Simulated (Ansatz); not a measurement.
Mulliken charges of `CBC=O` from ωB97M-V/def2-TZVPP in Ansatz (PBE0-D4/def2-TZVP geometry).

```json
{"atom": "C1", "x (Å)": "-0.549", "y (Å)": "0.783", "z (Å)": "-0.755", "charge (e)": "-0.335"}
{"atom": "B2", "x (Å)": "0.360", "y (Å)": "-0.387", "z (Å)": "-0.298", "charge (e)": "-0.017"}
{"atom": "C3", "x (Å)": "0.504", "y (Å)": "-0.779", "z (Å)": "1.219", "charge (e)": "0.124"}
{"atom": "O4", "x (Å)": "1.343", "y (Å)": "-0.176", "z (Å)": "1.857", "charge (e)": "-0.286"}
{"atom": "H5", "x (Å)": "-1.489", "y (Å)": "0.307", "z (Å)": "-1.079", "charge (e)": "0.114"}
{"atom": "H6", "x (Å)": "-0.810", "y (Å)": "1.492", "z (Å)": "0.032", "charge (e)": "0.120"}
{"atom": "H7", "x (Å)": "-0.171", "y (Å)": "1.314", "z (Å)": "-1.630", "charge (e)": "0.124"}
{"atom": "H8", "x (Å)": "1.002", "y (Å)": "-1.026", "z (Å)": "-1.084", "charge (e)": "0.080"}
{"atom": "H9", "x (Å)": "-0.101", "y (Å)": "-1.573", "z (Å)": "1.720", "charge (e)": "0.076"}
```

**Question.** By hand: the dipole of these point charges (1 e Å = 4.8032 D).

**Answer.** Σ q r = (-0.359, -0.127, -0.399) e Å, of length 0.552 e Å = 2.65 D.

**Question.** How does the dipole of the full density compare? (Estimate.)

**Answer.** The calculation gave: (-0.447, -0.127, -0.363) e Å, 2.83 D; the point charges give 0.94 times that, at 9° from its direction.

Point charges leave out the atoms' own dipoles, such as those of lone pairs, and Mulliken's split depends on the basis, so the close match here is no proof of good charges.
